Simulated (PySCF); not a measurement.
## `InChI=1S/C3H8As2O/c6-2-3-1-4-5-3/h3-6H,1-2H2/t3-/m1/s1`

Molfile (atoms numbered from 1):
```
C3H8As2O
     RDKit          3D

 14 14  0  0  0  0  0  0  0  0999 V2000
    2.0913    0.5436    0.6249 O   0  0  0  0  0  0  0  0  0  0  0  0
    1.1778    0.4101   -0.4420 C   0  0  0  0  0  0  0  0  0  0  0  0
    0.1399   -0.6388   -0.0827 C   0  0  1  0  0  0  0  0  0  0  0  0
   -0.7938   -0.1667    1.0339 C   0  0  0  0  0  0  0  0  0  0  0  0
   -2.3907    0.4553    0.0198 As  0  0  0  0  0  3  0  0  0  0  0  0
   -1.1511   -0.8707   -1.5998 As  0  0  0  0  0  3  0  0  0  0  0  0
    2.7567    1.1993    0.3955 H   0  0  0  0  0  0  0  0  0  0  0  0
    1.7036    0.1034   -1.3638 H   0  0  0  0  0  0  0  0  0  0  0  0
    0.6792    1.3752   -0.6422 H   0  0  0  0  0  0  0  0  0  0  0  0
    0.6820   -1.5531    0.1872 H   0  0  0  0  0  0  0  0  0  0  0  0
   -1.0956   -1.0142    1.6591 H   0  0  0  0  0  0  0  0  0  0  0  0
   -0.3299    0.5726    1.6919 H   0  0  0  0  0  0  0  0  0  0  0  0
   -1.7400    1.7351   -0.4887 H   0  0  0  0  0  0  0  0  0  0  0  0
   -1.7301   -2.1516   -1.0152 H   0  0  0  0  0  0  0  0  0  0  0  0
  1  2  1  0
  2  3  1  0
  3  4  1  0
  4  5  1  0
  5  6  1  0
  6  3  1  0
  1  7  1  0
  2  8  1  0
  2  9  1  0
  3 10  1  1
  4 11  1  0
  4 12  1  0
  5 13  1  0
  6 14  1  0
M  END
```

Level of theory: PySCF 2.14.0, TDDFT B3LYP/aug-cc-pVDZ circular dichroism and optical rotation, one conformer, gas phase. Geometry: GFN2-xTB.

The molecule is flexible and this is one conformer; a measurement averages over conformers. The calculation is non-relativistic, which matters for the atoms heavier than Zn.

Question: Draw the ECD and absorption spectra from the lowest 8 states, each a Gaussian of half-width 0.3 eV at 1/e height.

Answer: 
```csv
E (eV),λ (nm),Δε (L mol⁻¹ cm⁻¹),ε (L mol⁻¹ cm⁻¹)
4.35,285,+0.08,239
4.50,276,+0.63,1260
4.65,267,+2.84,4090
4.80,258,+7.25,8110
4.95,251,+8.26,9990
5.10,243,-6.02,8010
5.25,236,-32.30,5030
5.40,230,-38.06,3780
5.55,223,-7.50,3660
5.70,218,+23.01,3060
```
Δε uses R in velocity form, ε uses f in length form. Only the states computed contribute, so the short-wavelength end is incomplete.
